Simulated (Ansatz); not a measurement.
Total energies of `O[B-]1(F)OC=CC=[O+]1`.

Cartesian coordinates in Å:
```
O 1.430 -1.951 0.733
B 0.335 -1.284 0.210
F -0.674 -2.096 -0.206
O 0.732 -0.409 -1.004
C 0.128 0.676 -1.267
C -0.747 1.302 -0.396
C -0.837 0.776 0.881
O -0.277 -0.304 1.241
H 2.136 -1.376 1.025
H 0.378 1.128 -2.228
H -1.232 2.230 -0.657
H -1.373 1.309 1.668
```

Total charge 0; spin multiplicity 1. The structure was optimised at the PBE0-D4/def2-TZVP level. It is one conformer, not always the lowest. Basis def2-TZVPP, Ansatz.

RPA on PBE orbitals: Hartree–Fock energy of these orbitals -464.90161 Eh, correlation -2.32192 Eh (frozen core).

| functional | energy without D4 (Eh) | D4 term (kJ/mol) |
| --- | --- | --- |
| LDA (SPW92) | -463.88171 | – |
| BLYP | -467.34397 | -63.1 |
| B97M-V | -467.35635 | – |
| B3LYP | -467.44463 | -44.9 |
| r2SCANh | -467.18559 | -7.5 |
| r2SCAN0 | -467.14680 | -8.2 |
| BHLYP | -467.21247 | -31.4 |
| CAM-B3LYP | -467.27250 | -23.6 |
| ωB97X-V | -467.28918 | – |
| ωB97M-V | -467.30558 | – |

Task: Give the same for PBE, revPBE, r2SCAN, PBE0, HSE06 (plane-wave form), LC-ωPBE, B2PLYP, PBE-QIDH. (An estimate is asked.)

Result: Computed: 
```
             functional  energy without D4 (Eh)  D4 term (kJ/mol)
                    PBE              -466.92400             -28.1
                 revPBE              -467.28554             -95.2
                 r2SCAN              -467.21279              -7.1
                   PBE0              -466.93226             -23.6
HSE06 (plane-wave form)              -466.91072             -21.7
                LC-ωPBE              -467.14210                 –
                 B2PLYP              -467.12241                 –
               PBE-QIDH              -466.86646                 –
```

B3LYP takes the VWN-RPA correlation (the form of Gaussian; ORCA's B3LYP/G). HSE06 is the plane-wave form, built on full-range PBE exchange. The double hybrids freeze the cores in their second-order part.

LC-ωPBE has ω = 0.4 bohr⁻¹.
